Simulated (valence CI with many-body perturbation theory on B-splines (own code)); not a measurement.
# Ga¹⁰⁺: magnetic and hyperfine properties of the levels

Method: valence CI with perturbative core correlation (CI+MBPT): three valence electrons over a frozen Dirac-Fock core [Ar], radial functions for each j: 7 s, 7 p, 8 d, 6 f, 4 g, 1 h, with the one-electron correlation potential Σ1 (screened to all orders), the two-electron term Σ2, the three-electron term Σ3, Breit, model QED; selected single and double excitations, second order for the rest, scaled by the run's own slope (own B-spline code, finite nucleus).

No measured levels were compared; by estimate terms of the open shell hold to 2 to 4 % of their energy, and close levels can change places. Excitations out of the core, of the other parity, are not computed and may begin above about 60.9 eV (a cautious bound); beyond it only levels of the ground parity were kept, without lifetimes. Only levels of the ground parity were solved; by the run's estimate the other parity begins above the list, which can be wrong where configurations are misplaced.

A/g_I is the dipole constant over the nuclear g factor μ/I (μ in nuclear magnetons, uniformly magnetised nucleus), B/Q the quadrupole constant per barn. Both hold the static response of the core; the bare values leave it out. Large factors of s and p1/2 electrons are usually good to 5 to 10 %; those of open d and f shells near neutrality can be off by tens of per cent, and small factors of p3/2, d and f electrons come from cancelling terms and can be off by a factor of two or in sign, in half-filled shells by more. B is blank for J = 1/2, where it vanishes, and for nearly pure S terms. Energies count from the lowest level.

Names give the largest LS component (configuration and term), which can be under half, so a name can repeat, a term be missing and a line seem to break the LS rules; names also repeat where a configuration has a term twice. Letters in brackets count levels of one name in rising energy.

```
         Level  E (cm⁻¹)      g  A/g_I (MHz)  A/g_I bare  B/Q (MHz/b)  B/Q bare
    3d3 4F_3/2         0  0.402         2870        2680         -598      -618
    3d3 4F_5/2      2046  1.028         1610        1640         -588      -609
    3d3 4F_7/2      4596  1.236         1240        1340         -806      -835
    3d3 4F_9/2      7463  1.330         1150        1280        -1170     -1220
    3d3 4P_1/2     31074  2.581        -2200       -1630                       
    3d3 4P_3/2     31250  1.676          957        1210        -1310     -1350
    3d3 2G_7/2     33981  0.890         2010        1990          934       972
    3d3 4P_5/2     34439  1.596          312         534         1660      1720
    3d3 2G_9/2     35970  1.089         1620        1670         1420      1480
3d3 2D_3/2 [a]     42937  1.082         1850        1900        -1630     -1690
    3d3 2P_1/2     44535  0.753          273         209                       
    3d3 2H_9/2     47115  0.932         1680        1680         2850      2940
   3d3 2H_11/2     48068  1.090         1600        1650         3590      3710
3d3 2D_5/2 [a]     49399  1.202         1350        1430        -1190     -1240
    3d3 2P_3/2     51167  1.103         1390        1450          219       220
    3d3 2F_7/2     74858  1.141         1570        1640         1120      1160
    3d3 2F_5/2     76028  0.859         1670        1640         1320      1370
3d3 2D_5/2 [b]    116470  1.198         1170        1250         2650      2750
3d3 2D_3/2 [b]    117540  0.799         2700        2650         2120      2200
 3d2 4s 4F_3/2    855550  0.402        -2720       -2330          578       599
 3d2 4s 4F_5/2    857290  1.022         4480        4260          574       595
 3d2 4s 4F_7/2    860220  1.235         4850        4620          839       868
 3d2 4s 4F_9/2    863840  1.332         4580        4390         1280      1320
 3d2 4s 2F_5/2    867160  0.867         1610        1640         1040      1080
 3d2 4s 2F_7/2    872600  1.143         -920        -619         1270      1320
 3d2 4s 2D_5/2    886870  1.344         7460        7000        -1270     -1310
 3d2 4s 2D_3/2    887770  1.112        -1500       -1160         11.0      14.5
 3d2 4s 4P_1/2    888030  2.655        19200       17800                       
 3d2 4s 4P_3/2    890160  1.451         6070        5720          551       573
 3d2 4s 4P_5/2    893850  1.450         7060        6650        -1550     -1600
 3d2 4s 2P_1/2    897680  0.681         1240        1110
```

(1) Take the isotope of mass number 69, with I = 3/2, μ = 2.01502 μN and Q = 0.171 b. What is the hyperfine structure of 3d3 4F_9/2?

## Answers

(1) From the table A = 1550 MHz, B = -201 MHz. Shifts from the centre of gravity in MHz: F = 3: -12900, F = 4: -6550, F = 5: 1250, F = 6: 10400.
